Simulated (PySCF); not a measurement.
Molfile (atoms numbered from 1):
```
C7H15F
     RDKit          3D

 23 22  0  0  0  0  0  0  0  0999 V2000
   -2.2209   -0.6603    0.0456 C   0  0  0  0  0  0  0  0  0  0  0  0
   -0.9174   -0.6769   -0.7361 C   0  0  0  0  0  0  0  0  0  0  0  0
    0.3251   -0.3256    0.0881 C   0  0  0  0  0  0  0  0  0  0  0  0
    0.2651    1.0665    0.7296 C   0  0  0  0  0  0  0  0  0  0  0  0
    0.2055    2.2374   -0.2422 C   0  0  0  0  0  0  0  0  0  0  0  0
    1.5857   -0.5350   -0.7475 C   0  0  1  0  0  0  0  0  0  0  0  0
    2.8873   -0.3007   -0.0167 C   0  0  0  0  0  0  0  0  0  0  0  0
    1.5879   -1.8479   -1.2001 F   0  0  0  0  0  0  0  0  0  0  0  0
   -3.0569   -1.0196   -0.5732 H   0  0  0  0  0  0  0  0  0  0  0  0
   -2.1621   -1.3123    0.9326 H   0  0  0  0  0  0  0  0  0  0  0  0
   -2.4867    0.3493    0.3958 H   0  0  0  0  0  0  0  0  0  0  0  0
   -0.9914    0.0075   -1.6001 H   0  0  0  0  0  0  0  0  0  0  0  0
   -0.7572   -1.6780   -1.1637 H   0  0  0  0  0  0  0  0  0  0  0  0
    0.3918   -1.0600    0.9135 H   0  0  0  0  0  0  0  0  0  0  0  0
    1.1302    1.1902    1.4015 H   0  0  0  0  0  0  0  0  0  0  0  0
   -0.6154    1.1016    1.3910 H   0  0  0  0  0  0  0  0  0  0  0  0
    0.1353    3.1922    0.3001 H   0  0  0  0  0  0  0  0  0  0  0  0
   -0.6699    2.1747   -0.9070 H   0  0  0  0  0  0  0  0  0  0  0  0
    1.0998    2.2938   -0.8828 H   0  0  0  0  0  0  0  0  0  0  0  0
    1.5426    0.1021   -1.6504 H   0  0  0  0  0  0  0  0  0  0  0  0
    3.0315    0.7627    0.2202 H   0  0  0  0  0  0  0  0  0  0  0  0
    3.7265   -0.6270   -0.6474 H   0  0  0  0  0  0  0  0  0  0  0  0
    2.9158   -0.8762    0.9217 H   0  0  0  0  0  0  0  0  0  0  0  0
  1  2  1  0
  2  3  1  0
  3  4  1  0
  4  5  1  0
  3  6  1  0
  6  7  1  0
  6  8  1  0
  1  9  1  0
  1 10  1  0
  1 11  1  0
  2 12  1  0
  2 13  1  0
  3 14  1  0
  4 15  1  0
  4 16  1  0
  5 17  1  0
  5 18  1  0
  5 19  1  0
  6 20  1  6
  7 21  1  0
  7 22  1  0
  7 23  1  0
M  END
```

Geometry: PBE0-D3(BJ)/def2-SVP; GIAO shifts from PySCF, gas phase, non-relativistic, averaged over equivalent atoms.

At PBE0/pcSseg-1 (211 basis functions, 72 s wall time on 1 thread of an Arm Neoverse N1, shared host):
| atoms | δ (ppm) |
| --- | --- |
| C6 | 91.5 |
| C3 | 47.2 |
| C2 | 21.2 |
| C7 | 21.0 |
| C4 | 20.4 |
| C1 | 13.0 |
| C5 | 6.7 |
| F8 | -207.9 |
| H20 | 4.15 |
| H13 | 1.91 |
| H16 | 1.51 |
| H21/H22/H23 | 1.32 |
| H15 | 1.20 |
| H12 | 1.10 |
| H14 | 1.03 |
| H9/H10/H11 | 0.92 |
| H17/H18/H19 | 0.66 |

δ = σ(ref) − σ, references computed at the same level: ¹³C (σref 184.41) and ¹H (σref 31.27) vs TMS; ¹⁹F (σref 177.25) vs CFCl3.

Question: Estimate the result of repeating the calculation with KT2/pcSseg-1.

Answer: 
```csv
atoms,δ at KT2/pcSseg-1,change
C6,92.4,+0.9
C3,49.9,+2.7
C2,22.5,+1.3
C7,21.0,+0.0
C4,22.2,+1.8
C1,13.2,+0.2
C5,6.8,+0.1
F8,-229.0,-21.1
H20,4.35,+0.20
H13,1.98,+0.07
H16,1.67,+0.16
H21/H22/H23,1.32,+0.00
H15,1.33,+0.13
H12,1.22,+0.12
H14,1.07,+0.04
H9/H10/H11,0.94,+0.02
H17/H18/H19,0.69,+0.03
```

Scale: TMS for ¹³C (σref 183.22), ¹H (σref 31.18); CFCl3 for ¹⁹F (σref 138.57) (reference shieldings calculated alike).

The largest change is at F8 (fluorine on an sp3 carbon). Cost: 211 basis functions, 92 s wall time on 1 thread of an Arm Neoverse N1, shared host. The order of the carbon signals changes between the two levels.

Unscaled 19F shifts against computed CFCl3 carry errors that often reach 10 to 50 ppm.
